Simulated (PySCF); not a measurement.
C2H12Si4. Atoms are numbered in the order given.

```xyz
18

Si     3.1025     0.1357     0.0000
Si     0.8238    -0.4525     0.0000
C     -0.1051     0.2416    -1.5137
Si    -1.9786     0.0288    -1.1860
Si    -1.9786     0.0288     1.1860
C     -0.1051     0.2416     1.5137
H      3.8096    -0.3920    -1.2219
H      3.8096    -0.3920     1.2219
H      3.2270     1.6392     0.0000
H      0.6887    -1.9572     0.0000
H      0.1221     1.3262    -1.6006
H      0.2112    -0.2432    -2.4598
H     -2.4554    -1.2907    -1.7352
H     -2.7982     1.1238    -1.8197
H     -2.4554    -1.2907     1.7352
H     -2.7982     1.1238     1.8197
H      0.2112    -0.2432     2.4598
H      0.1221     1.3262     1.6006
```

Coordinates come from a PBE-D3(BJ)/def2-SVP optimisation. The structure was generated by enumeration, and PubChem lists no compound with its InChIKey, so it may never have been made. Other conformers were not sampled.

Level of theory: SMD-M06-2X/def2-SVP in PySCF.

Solvation free energies are E(SMD) − E(gas) at the gas-phase geometry, for 1 M in both phases. In vacuum the dipole moment is 0.53 D.

Computed solvation free energies in water, benzene, cyclohexanone:
```csv
solvent,ΔG(solv) (kcal/mol),its non-electrostatic (CDS) part,dipole (D)
water,3.9,5.6,0.96
benzene,-2.0,-1.3,0.66
cyclohexanone,-0.9,0.7,0.90
```
